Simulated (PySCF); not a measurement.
**Distorted geometries of [Eu(H2O)3]3+**

[Eu(H2O)3]3+ (singlet in the valence; each metal's 4f electrons, 6 of them, lie in its core potential, out of spins and levels). PySCF 2.14.0, RKS TPSS, Eu lcecp-1-SVP with ECP52, O def2-SVP, H def2-SVP; non-relativistic Hamiltonian with scalar-relativistic core potentials where named; density fitting; no spin-orbit coupling. Relaxed geometry:

```xyz
10

Eu    0.0000    0.0000    0.0000
O     2.2995    0.0000    0.0000
H     2.9212    0.7657    0.1489
H     2.9212   -0.7658   -0.1489
O    -1.1497    1.9914    0.0000
H    -2.1237    2.1470    0.1489
H    -0.7974    2.9127   -0.1489
O    -1.1498   -1.9914    0.0000
H    -0.7975   -2.9127    0.1489
H    -2.1238   -2.1470   -0.1489
```

Q: Order these distorted geometries by energy above the relaxed one, lowest first.
A.
```xyz
10

Eu    0.2124   -0.0393   -0.1794
O     2.5445   -0.1346    0.1375
H     2.8696    0.5987    0.3268
H     2.8554   -0.8583    0.0438
O    -1.2003    2.1190   -0.1307
H    -2.4007    2.1359    0.1248
H    -0.6966    3.1388   -0.1778
O    -1.4143   -2.0456   -0.1697
H    -0.6121   -2.9060    0.1294
H    -2.1579   -2.0086   -0.1047
```
B.
```xyz
10

Eu    0.0359    0.0836   -0.0211
O     2.2906   -0.0180   -0.0187
H     2.9078    0.6846    0.1758
H     2.9147   -0.7655   -0.1197
O    -1.1333    1.9954    0.0161
H    -2.0907    2.1471    0.1593
H    -0.7831    2.9187   -0.2280
O    -1.1435   -2.0200    0.0271
H    -0.9024   -2.8133    0.1655
H    -2.0960   -2.2128   -0.1564
```
C.
```xyz
10

Eu    0.0567    0.0275    0.0190
O     2.2362    0.0043    0.0458
H     2.8826    0.7636    0.1565
H     2.9101   -0.7698   -0.1889
O    -1.1424    1.9502   -0.0175
H    -2.1465    2.1676    0.1092
H    -0.7103    2.8774   -0.1564
O    -1.1322   -2.0155    0.0530
H    -0.7334   -2.8971    0.0804
H    -2.2206   -2.1083   -0.1012
```

A: C (0.48 eV), B (0.97 eV), A (8.44 eV).

Q: Which forces (eV/Å) act in the one that lies 0.97 eV up?

A: 
```
Eu   -0.54  -1.34   0.03
O    -1.08  -0.73  -0.12
H     1.21   1.79   0.39
H     0.33  -0.98  -0.23
O     0.92   0.97  -0.50
H    -0.83   0.17   0.19
H    -0.34  -0.56   0.26
O    -3.38  10.81  -1.98
H     4.29 -10.76   2.11
H    -0.59   0.63  -0.17
```
Forces carry noise of the integration grid, about 0.01 to 0.03 eV/Å.

No frequency check is given that shows the relaxed geometry to be a minimum. An lcecp potential fixes the number of 4f electrons, so in runs with it no electron can move into or out of that shell.
